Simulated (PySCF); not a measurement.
**TDDFT excited states: C5H12O2Si**

C₅H₁₂O₂Si.
SMILES: `CCCCC(=O)O[SiH3]`

Level of theory: PySCF, TDDFT CAM-B3LYP/def2-SVPD, vertical, gas phase, core orbitals frozen in the response. Geometry: PBE0-D3(BJ)/def2-SVP, one conformer, isolated molecule. Torsions of this conformer, `[CH3:1][CH2:2][CH2:3][CH2:4][C:5](=[O:6])[O:7][SiH3:8]`: C1–C2–C3–C4 180°, C2–C3–C4–C5 178°, C3–C4–C5–O6 -7°, C4–C5–O7–Si8 178°.

Q: What does the calculation give for the low-lying excited states?

A: 

```tsv
state	E (eV)	E (hartree)	f	|μ| (D)	main configurations (H = HOMO, L = LUMO)
S1	5.92	0.2177	0.0003	0.12	H→L+1 (88%)
S2	7.68	0.2822	0.032	1.05	H→L (84%)
S3	8.07	0.2965	0.0029	0.31	H-1→L (48%), H-2→L (29%)
S4	8.19	0.3009	0.062	1.42	H-1→L+1 (40%), H→L+2 (21%), H-2→L+1 (18%)
S5	8.28	0.3044	0.0004	0.12	H-3→L+1 (42%), H-4→L+1 (17%), H-8→L+1 (17%)
S6	8.38	0.3080	0.020	0.79	H-4→L (46%), H-5→L (14%), H-3→L (10%)
S7	8.55	0.3143	0.094	1.70	H→L+2 (56%), H-1→L+1 (22%)
S8	8.80	0.3235	0.0099	0.54	H-2→L+3 (21%), H-1→L+2 (19%), H-1→L (16%)
S9	8.90	0.3270	0.033	0.99	H-2→L+1 (20%), H-1→L+2 (19%), H-2→L+2 (9%)
S10	8.92	0.3279	0.027	0.90	H-2→L+2 (19%), H→L+3 (14%), H-1→L+3 (10%)
```

Triplets, Tamm–Dancoff:

```csv
state,E (eV),λ (nm),"main configurations (H = HOMO, L = LUMO)"
T1,5.42,228.9,H→L+1 (87%)
T2,6.28,197.3,"H-1→L+1 (29%), H-2→L+1 (24%), H-6→L+1 (21%)"
T3,7.53,164.6,H→L (88%)
T4,7.64,162.2,"H-1→L (39%), H-2→L (26%)"
```

The lowest singlet comes at 209 nm (572 kJ/mol) in the ultraviolet; it is dark (f under 0.0005); its leading configuration is HOMO→LUMO+1 (88%). The strongest level in the table is S7 at 8.55 eV (145 nm, f = 0.094). S1 has the pattern of n→π* at C=O. The listed states span 3.00 eV, and the widest gap between neighbours is 1.76 eV (S1 to S2). Orbital energies (eV): HOMO-3 -10.90, HOMO-2 -10.75, HOMO-1 -10.56, HOMO -9.76, LUMO 0.93, LUMO+1 1.11, LUMO+2 1.24. The oscillator strengths of these states sum to 0.282; summed over the whole spectrum of an exact calculation they would give the number of electrons, 72 (Thomas–Reiche–Kuhn). All these states lie below the vertical ionisation energy of 10.53 eV (ΔSCF). The window holds the lowest 10 singlets.

Time: 11 min of wall time; peak memory 1.4 GiB. Hardware: Arm Neoverse N1, one thread, on a shared host.
